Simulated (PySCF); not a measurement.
Method: GFN2-xTB structure, GIAO PBE0/pcSseg-1 shieldings, in PySCF 2.14.0 with density-fitted response routines (one computed conformer, fast rotation and ring inversion assumed for equivalent nuclei, in vacuum, non-relativistic).

Referencing at the same level of theory: 1H (σ = 31.72 ppm) and 13C (σ = 186.93 ppm) vs TMS. Acid and N–H amide carbonyl carbons lie up to 10 ppm further downfield in solution (hydrogen bonding). Shifts are as computed. Against solution values, carbons near 30 ppm lie about +3 ppm off and those near 130 ppm about +5 ppm. Of 1211 compounds with measured shifts, 218 miss one by over three times the rms of a fit or turn the order of signals round; such compounds aren't used in these exercises. OH and NH positions are gas-phase values without hydrogen bonding to other molecules.

(1) Order these molecules by the shift of their most deshielded carbon-bound hydrogen, lowest δ first.
A. COC(=O)[C@H](C)O
B. COCCC(=O)O
C. O=C1C[C@@H]2C[C@@H](F)[C@H]1C2
D. C=C/C=C(\CC)C(=O)F

(2) Order these molecules by the shift of their most deshielded carbon, lowest δ first.
A. COC(=O)[C@H](C)O
B. C=C/C=C(\CC)C(=O)F
C. COCCC(=O)O
D. O=C1C[C@@H]2C[C@@H](F)[C@H]1C2

(3) How many 13C and 1H signals does each give (equivalence by symmetry and fast rotation, but not about amide C–N or C=N bonds)? `COC(=O)[C@H](C)O`, `COCCC(=O)O`, `C=C/C=C(\CC)C(=O)F`, `O=C1C[C@@H]2C[C@@H](F)[C@H]1C2`

Answers

(1) B (3.63 ppm, hydrogen on an sp3 CH2 bonded to O), A (4.33 ppm, hydrogen on an sp3 CH bonded to O, α to a carbonyl), C (4.91 ppm, hydrogen on an sp3 CH bonded to F), D (7.60 ppm, hydrogen on a β carbon of a C=C–C=O unit).

(2) B (166.6 ppm, carbonyl carbon), C (176.4 ppm, carboxylic acid carbon), A (186.6 ppm, ester carbonyl carbon), D (217.9 ppm, ketone carbonyl carbon).

(3) COC(=O)[C@H](C)O: 4 C, 4 H; COCCC(=O)O: 4 C, 4 H; C=C/C=C(\CC)C(=O)F: 7 C, 6 H; O=C1C[C@@H]2C[C@@H](F)[C@H]1C2: 7 C, 9 H.
